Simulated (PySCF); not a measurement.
C2H7O, charge +1. Atoms are numbered in the order given.

```xyz
10

C     -0.3040    -1.2621     0.0000
C      0.6221    -0.0894     0.0000
O     -0.1738     1.2565     0.0000
H      0.3197    -2.1607     0.0000
H     -0.9270    -1.3001    -0.8944
H     -0.9270    -1.3001     0.8944
H      1.2304     0.0243     0.8925
H      1.2304     0.0243    -0.8925
H     -0.7223     1.3851    -0.7968
H     -0.7223     1.3851     0.7968
```
Charge +1, spin multiplicity 1.

Geometry: B3LYP-D3(BJ)/def2-TZVP. The isomer is the one that the SMILES or the coordinates give; other isomers of the formula were not compared.

All values below come from SMD-ωB97X/6-31G* in PySCF.

Solvation free energies are E(SMD) − E(gas) at the gas-phase geometry, for 1 M in both phases.

```json
[
 {"solvent": "water", "ΔG(solv) (kcal/mol)": "[?]", "its non-electrostatic (CDS) part": "[?]"},
 {"solvent": "cyclohexanone", "ΔG(solv) (kcal/mol)": "-64.0", "its non-electrostatic (CDS) part": "-0.6"},
 {"solvent": "benzene", "ΔG(solv) (kcal/mol)": "-39.1", "its non-electrostatic (CDS) part": "-1.6"}
]
```

Task: Fill in the missing entries. (Estimate from the structure and the level; the computed values follow.)

Result: 
- water, ΔG(solv) (kcal/mol): -76.0
- water, its non-electrostatic (CDS) part: 3.1
